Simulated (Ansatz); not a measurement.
Relaxation of CH2SiTe (5 atoms, charge 0, multiplicity 1), to a largest force component of 0.015 eV/Å in at most 40 steps.

Computed with RKS B3LYP-D4/def2-SVP in Ansatz 0.2.0.

```xyz
5
Properties=species:S:1:pos:R:3
C -1.806 -0.043 -0.170
Si -0.167 -0.347 0.196
Te 2.116 0.183 0.997
H -2.487 -0.773 -0.581
H 2.345 0.980 -0.442
```

Task: Where does it end, and by what steps?

Result: The forces met the threshold. After 13 steps the energy has fallen by 0.448 eV; Si2 moved furthest, 0.89 Å.

```tsv
step	energy less start (eV)	largest force component (eV/Å)	accepted
0	0.0000	2.172	yes
1	-0.1325	0.774	yes
2	-0.1192	1.418	no
3	-0.1777	0.800	yes
4	-0.2436	0.393	yes
5	-0.2795	0.313	yes
6	-0.2942	0.674	yes
7	-0.3244	1.137	yes
8	-0.3747	0.736	yes
9	-0.4335	0.327	yes
10	-0.4354	0.449	yes
11	-0.4425	0.436	yes
12	-0.4474	0.042	yes
13	-0.4476	0.003	yes
```

```xyz
5
Properties=species:S:1:pos:R:3
C -1.613 -0.385 -0.078
Si -0.068 -0.279 -0.690
Te 1.545 0.708 0.958
H -2.677 -0.614 -0.063
H 2.813 0.571 -0.127
```

Whether the end is a true minimum wasn't checked by a vibrational analysis.

Run time: 22 s on 1 thread of Intel(R) Xeon(R) 6975P-C (Granite Rapids), on a shared host, peak memory 0.15 GiB.
